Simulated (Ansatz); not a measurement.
**AsH3 (SMILES [H][As]([H])[H]): the vertical energy of the triplet above the singlet, rung by rung**

AsH3 has 4 atoms, charge 0, and is taken as a singlet. SMILES: `[H][As]([H])[H]`. The shape comes from GFN2-xTB, which is rough for such elements, and wasn't checked as a minimum.

```xyz
4

As   -0.0044    0.0055    0.6560
H     1.2165   -0.0297   -0.2079
H    -0.5828    1.0611   -0.2323
H    -0.6294   -1.0369   -0.2157
```

Quantity: the vertical energy of the triplet above the singlet, in eV. The values are calculated.

```
         level                    kind  program  value (eV)  less FCI/STO-3G
     HF/STO-3G            Hartree–Fock   Ansatz        8.94            -0.25
   BLYP/STO-3G                     GGA   Ansatz        9.00            -0.19
wB97M-V/STO-3G  range-separated hybrid   Ansatz        9.29            +0.10
  wB97X/STO-3G  range-separated hybrid   Ansatz        9.17            -0.02
 B2PLYP/STO-3G           double hybrid   Ansatz        9.17            -0.02
BCCD(T)/STO-3G   coupled cluster or CI   Ansatz        9.20            +0.01
  CCSDT/STO-3G   coupled cluster or CI   Ansatz        9.19             0.00
    FCI/STO-3G      exact in the basis   Ansatz        9.19             0.00
```

FCI/STO-3G is exact within its basis and frozen core, so for wave-function methods in that basis the difference is their error; functionals converge differently with the basis, so for them it is only a difference. All-electron rows without a relativistic Hamiltonian named are non-relativistic. The values span 8.94 to 9.29 eV. A triplet this far above the singlet is often a Rydberg-like or dissociative state; sets without diffuse functions put Rydberg states too high. All rows use very small basis sets, so even the best lies far from the true value. In the correlated wave-function rows the outer d shell of As is correlated, in sets not made for it.
